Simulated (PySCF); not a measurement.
## Ni⁺: ionisation energy

Ni⁺ [Ar] 3d9 (2D) → Ni²⁺ [Ar] 3d8 (3F), as a difference of total energies. All numbers are calculated (PySCF 2.14, the non-relativistic Hamiltonian (point nucleus), in aug-cc-pwCVTZ (10s9p7d4f3g, 127 functions)). Correlated levels: valence: [Ar] frozen; valence and next inner shell: [Ne] frozen; nothing frozen. The calculations carry no spin-orbit coupling.

| method | ionisation energy (eV) |
| --- | --- |
| UHF | 15.158 |
| LDA | 19.707 |
| PBE | 19.032 |
| PBE0 | 18.316 |
| r2SCAN | 18.095 |
| TPSSh | 18.317 |
| MN15 | 19.306 |
| r2SCAN0 | 17.689 |
| MP2 (valence) | 18.510 |
| SCS-MP2 (valence) | 18.215 |
| MP2 (valence and next inner shell) | 19.251 |
| SCS-MP2 (valence and next inner shell) | 18.765 |
| MP2 (all electrons) | 19.270 |
| SCS-MP2 (all electrons) | 18.775 |

Problem. How much does correlation contribute at MP2 (all electrons)?

Solution. 19.270 − (15.158) = 4.112 eV, measured against UHF.

A first-order spin-orbit estimate (lowest level to lowest level, LS coupling) adds -0.055 eV.

These non-relativistic numbers lack the scalar-relativistic shift.

Errors of the correlated levels include the incompleteness of this basis and the frozen core.

For comparison: 18.169 eV (measured; NIST Atomic Spectra Database, ionization energies).
